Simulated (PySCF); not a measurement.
# Reading the logs of faulty runs: BH4NSi

Calculated results; nothing here was measured. The program is PySCF 2.14.0, an open-source quantum chemistry code, run on an isolated molecule that a program drew, which may never have been made. The molecule is BH4NSi (charge 0, singlet), drawn as the SMILES string `BN=[SiH2]`.

Each row is a Hartree-Fock (HF) and frozen-core CCSD(T) single point in the cc-pV(D+d)Z basis, meant for a local HF minimum. Run 1 is clean. Each other run has one planted mistake out of seven kinds, and not every kind appears here: one electron removed, one electron added, multiplicity raised by two, geometry at a saddle point, minimal basis STO-3G, one bond length entered in bohr, all coordinates scaled. The reference is restricted for singlets and unrestricted otherwise, and also for a bond in bohr. Adding or removing an electron swaps singlet and doublet. Electrons count all cores. HOMO and LUMO are orbital energies over both spins, the gradient is its largest component, and the lowest frequency (negative if imaginary) is given only where the gradient is small. Bond lengths are over the 6 bonds as drawn. T1 is the CCSD diagnostic: over 0.02 (restricted) or 0.045 (unrestricted) a single reference is doubtful.

Geometry of the clean run:
```xyz
7
BH4NSi, angstrom
B    -2.2932    1.4905    0.5021
N    -1.5855    0.3054    0.3774
Si   -0.7915   -1.0236    0.2375
H    -1.8918    2.4992   -0.0251
H    -3.3178    1.5252    1.1391
H    -1.0128   -1.9921   -0.8454
H     0.2598   -1.4447    1.1741
```

| run | electrons | basis functions | <S^2> | HOMO (eV) | LUMO (eV) | gradient (hartree/bohr) | lowest frequency (cm^-1) | mean bond (Å) | longest bond (Å) | T1 | HF (hartree) | CCSD(T) (hartree) | mistake |
|---|---|---|---|---|---|---|---|---|---|---|---|---|---|
| 1 | 30 | 71 | 0.000 | -9.78 | 1.61 | 2.0e-05 | 141 | 1.3822 | 1.554 | 0.0201 | -370.38727 | -370.78308 | no fault |
| 2 | 30 | 23 | 0.000 | -7.09 | 6.76 | 2.2e-02 | - | 1.3822 | 1.554 | 0.0232 | -365.99472 | -366.19828 | minimal basis STO-3G |
| 3 | 30 | 71 | 2.035 | -6.65 | -0.16 | 1.5e-01 | - | 1.3822 | 1.554 | 0.0289 | -370.29852 | -370.65553 | multiplicity raised by two |
| 4 | 30 | 71 | 0.804 | -7.87 | 1.47 | 5.0e-02 | - | 1.5612 | 2.281 | 0.0672 | -370.27536 | -370.66739 | ? |
| 5 | 29 | 71 | 0.764 | -17.78 | -7.34 | 9.0e-02 | - | 1.3822 | 1.554 | 0.0464 | -370.08301 | -370.43386 | ? |

**Which mistake was planted in run 4, and what did it cost?**

The mean bond changes by a factor of 1.130 and the longest by 1.468, so the molecule wasn't scaled as a whole. A length L in bohr read as angstrom grows by (1/0.5292 - 1) L = 0.890 L. The 6 bonds together grew by 6 x 0.1790 = 1.074 Å, which gives L = 1.207 Å. That is the length of one of the B-H bonds, 1.207 Å in the clean geometry. So the mistake is: one bond length entered in bohr. Subtracting run 1 and multiplying by 627.51 kcal/mol a hartree, the energy moved by 70.2 kcal/mol in HF and 72.6 kcal/mol in CCSD(T).

**Which mistake was planted in run 5, and what did it cost?**

It counts 29 electrons, one fewer than the clean run, at the same geometry and basis. So the mistake is: one electron removed. Subtracting run 1 and multiplying by 627.51 kcal/mol a hartree, the energy moved by 190.9 kcal/mol in HF and 219.1 kcal/mol in CCSD(T).

Cautions from the logs. Run 1: T1 is over the limit, so its CCSD(T) energy is less reliable; run 2: T1 is over the limit, so its CCSD(T) energy is less reliable; run 4: T1 is over the limit, so its CCSD(T) energy is less reliable; run 5: T1 is over the limit, so its CCSD(T) energy is less reliable.
